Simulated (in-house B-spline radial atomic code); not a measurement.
Orbital energies and mean radii along the 15-electron series, configuration [Ne] 3s2 3p3. The effective charge is n√(-2ε), a non-relativistic measure. Computed with a B-spline radial code for spherical atoms: non-relativistic Hartree-Fock, average of the configuration, point nuclei.

This level leaves out relativity, spin-orbit splitting included, which matters for heavy ions.

```json
{"ion": "Te37+", "Z": "52", "energy of 2s (Eh)": "-247.98", "mean radius of 2s (bohr)": "0.12381", "energy of 3s (Eh)": "-96.739", "mean radius of 3s (bohr)": "0.29995", "effective charge of 2s": "44.54"}
{"ion": "I38+", "Z": "53", "energy of 2s (Eh)": "-259.24", "mean radius of 2s (bohr)": "0.12131", "energy of 3s (Eh)": "-101.45", "mean radius of 3s (bohr)": "0.29341", "effective charge of 2s": "45.54"}
{"ion": "Xe39+", "Z": "54", "energy of 2s (Eh)": "-270.75", "mean radius of 2s (bohr)": "0.11891", "energy of 3s (Eh)": "-106.28", "mean radius of 3s (bohr)": "0.28714", "effective charge of 2s": "46.54"}
{"ion": "Cs40+", "Z": "55", "energy of 2s (Eh)": "-282.51", "mean radius of 2s (bohr)": "0.1166", "energy of 3s (Eh)": "-111.22", "mean radius of 3s (bohr)": "0.28114", "effective charge of 2s": "47.541"}
{"ion": "Ba41+", "Z": "56", "energy of 2s (Eh)": "-294.53", "mean radius of 2s (bohr)": "0.11438", "energy of 3s (Eh)": "-116.27", "mean radius of 3s (bohr)": "0.27538", "effective charge of 2s": "48.541"}
{"ion": "La42+", "Z": "57", "energy of 2s (Eh)": "-306.79", "mean radius of 2s (bohr)": "0.11224", "energy of 3s (Eh)": "-121.43", "mean radius of 3s (bohr)": "0.26986", "effective charge of 2s": "49.541"}
{"ion": "Ce43+", "Z": "58", "energy of 2s (Eh)": "?", "mean radius of 2s (bohr)": "?", "energy of 3s (Eh)": "?", "mean radius of 3s (bohr)": "?", "effective charge of 2s": "?"}
{"ion": "Pr44+", "Z": "59", "energy of 2s (Eh)": "-332.07", "mean radius of 2s (bohr)": "0.1082", "energy of 3s (Eh)": "-132.08", "mean radius of 3s (bohr)": "0.25945", "effective charge of 2s": "51.542"}
{"ion": "Nd45+", "Z": "60", "energy of 2s (Eh)": "-345.08", "mean radius of 2s (bohr)": "0.10628", "energy of 3s (Eh)": "-137.57", "mean radius of 3s (bohr)": "0.25454", "effective charge of 2s": "52.542"}
{"ion": "Pm46+", "Z": "61", "energy of 2s (Eh)": "?", "mean radius of 2s (bohr)": "?", "energy of 3s (Eh)": "?", "mean radius of 3s (bohr)": "?", "effective charge of 2s": "?"}
{"ion": "Sm47+", "Z": "62", "energy of 2s (Eh)": "-371.86", "mean radius of 2s (bohr)": "0.10265", "energy of 3s (Eh)": "-148.89", "mean radius of 3s (bohr)": "0.24527", "effective charge of 2s": "54.542"}
{"ion": "Eu48+", "Z": "63", "energy of 2s (Eh)": "?", "mean radius of 2s (bohr)": "?", "energy of 3s (Eh)": "?", "mean radius of 3s (bohr)": "?", "effective charge of 2s": "?"}
{"ion": "Gd49+", "Z": "64", "energy of 2s (Eh)": "-399.64", "mean radius of 2s (bohr)": "0.099255", "energy of 3s (Eh)": "-160.66", "mean radius of 3s (bohr)": "0.23664", "effective charge of 2s": "56.543"}
{"ion": "Tb50+", "Z": "65", "energy of 2s (Eh)": "-413.9", "mean radius of 2s (bohr)": "0.097641", "energy of 3s (Eh)": "-166.71", "mean radius of 3s (bohr)": "0.23256", "effective charge of 2s": "57.543"}
{"ion": "Dy51+", "Z": "66", "energy of 2s (Eh)": "-428.41", "mean radius of 2s (bohr)": "0.096079", "energy of 3s (Eh)": "-172.87", "mean radius of 3s (bohr)": "0.22861", "effective charge of 2s": "58.543"}
{"ion": "Ho52+", "Z": "67", "energy of 2s (Eh)": "-443.18", "mean radius of 2s (bohr)": "0.094565", "energy of 3s (Eh)": "-179.14", "mean radius of 3s (bohr)": "0.22479", "effective charge of 2s": "59.543"}
{"ion": "Er53+", "Z": "68", "energy of 2s (Eh)": "-458.19", "mean radius of 2s (bohr)": "0.093099", "energy of 3s (Eh)": "-185.52", "mean radius of 3s (bohr)": "0.2211", "effective charge of 2s": "60.544"}
```

Task: Fill in the row of Ce43+.

Result: energy of 2s (Eh): -319.3; mean radius of 2s (bohr): 0.11018; energy of 3s (Eh): -126.7; mean radius of 3s (bohr): 0.26455; effective charge of 2s: 50.541.

Task: Fill in the row of Pm46+.

Result: energy of 2s (Eh): -358.34; mean radius of 2s (bohr): 0.10443; energy of 3s (Eh): -143.18; mean radius of 3s (bohr): 0.24982; effective charge of 2s: 53.542.

Task: Fill in the row of Eu48+.

Result: energy of 2s (Eh): -385.62; mean radius of 2s (bohr): 0.10092; energy of 3s (Eh): -154.72; mean radius of 3s (bohr): 0.24088; effective charge of 2s: 55.543.

Task: How does the screening of 2s change?

Result: Z less the effective charge goes from 7.46 at Z = 52 to 7.46 at Z = 68.
